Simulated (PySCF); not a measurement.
# What a mistake does to a calculation on Al2CH3O

Calculated results; nothing here was measured. The program is PySCF 2.14.0, an open-source quantum chemistry code, run on an isolated molecule that a program drew, which may never have been made. The molecule is Al2CH3O (charge 0, doublet), drawn as the SMILES string `[O]=[Al][CH2][AlH]`.

Each row is a Hartree-Fock (HF) and frozen-core CCSD(T) single point in the cc-pV(D+d)Z basis, meant for a local HF minimum. Run 1 is clean. Each other run has one planted mistake out of seven kinds, and not every kind appears here: one electron removed, one electron added, multiplicity raised by two, geometry at a saddle point, minimal basis STO-3G, one bond length entered in bohr, all coordinates scaled. The reference is restricted for singlets and unrestricted otherwise, and also for a bond in bohr. Adding or removing an electron swaps singlet and doublet. Electrons count all cores. HOMO and LUMO are orbital energies over both spins, the gradient is its largest component, and the lowest frequency (negative if imaginary) is given only where the gradient is small. Bond lengths are over the 6 bonds as drawn. T1 is the CCSD diagnostic: over 0.02 (restricted) or 0.045 (unrestricted) a single reference is doubtful.

Geometry of the clean run:
```xyz
7
Al2CH3O, angstrom
O     2.0931   -2.9343    0.5849
Al    0.9305   -1.9528    0.1766
C    -0.4539   -0.7184   -0.3369
Al   -0.0590    1.2212   -0.3654
H    -0.8091   -1.0523   -1.3200
H    -1.2674   -0.8745    0.3882
H    -0.0170    1.9569    1.0443
```

| run | electrons | basis functions | <S^2> | HOMO (eV) | LUMO (eV) | gradient (hartree/bohr) | lowest frequency (cm^-1) | mean bond (Å) | longest bond (Å) | T1 | HF (hartree) | CCSD(T) (hartree) | mistake |
|---|---|---|---|---|---|---|---|---|---|---|---|---|---|
| 1 | 43 | 89 | 0.754 | -8.65 | 0.27 | 2.2e-05 | 100 | 1.5447 | 1.980 | 0.0267 | -598.27057 | -598.75761 | no fault |
| 2 | 43 | 89 | 0.995 | -8.30 | -0.05 | 4.1e-02 | - | 1.8383 | 3.741 | 0.0487 | -598.19076 | -598.66863 | one bond length entered in bohr |
| 3 | 43 | 31 | 0.755 | -4.59 | 7.33 | 2.9e-02 | - | 1.5447 | 1.980 | 0.0340 | -590.89017 | -591.12207 | minimal basis STO-3G |
| 4 | 43 | 89 | 0.753 | -8.54 | 0.37 | 5.4e-02 | - | 1.4845 | 1.902 | 0.0246 | -598.25931 | -598.73895 | all coordinates scaled |
| 5 | 42 | 89 | 0.000 | -14.14 | -7.25 | 4.4e-02 | - | 1.5447 | 1.980 | 0.0330 | -597.97775 | -598.46816 | ? |
| 6 | 44 | 89 | 0.000 | -0.94 | 5.53 | 4.3e-02 | - | 1.5447 | 1.980 | 0.0278 | -598.27515 | -598.79470 | ? |

**Which mistake was planted in run 5, and what did it cost?**

It counts 42 electrons, one fewer than the clean run, at the same geometry and basis. So the mistake is: one electron removed. Subtracting run 1 and multiplying by 627.51 kcal/mol a hartree, the energy moved by 183.7 kcal/mol in HF and 181.6 kcal/mol in CCSD(T).

**Which mistake was planted in run 6, and what did it cost?**

It counts 44 electrons, one more than the clean run, at the same geometry and basis. So the mistake is: one electron added. Subtracting run 1 and multiplying by 627.51 kcal/mol a hartree, the energy moved by -2.9 kcal/mol in HF and -23.3 kcal/mol in CCSD(T).

Cautions from the logs. Run 2: T1 is over the limit, so its CCSD(T) energy is less reliable; run 5: T1 is over the limit, so its CCSD(T) energy is less reliable; run 6: T1 is over the limit, so its CCSD(T) energy is less reliable.
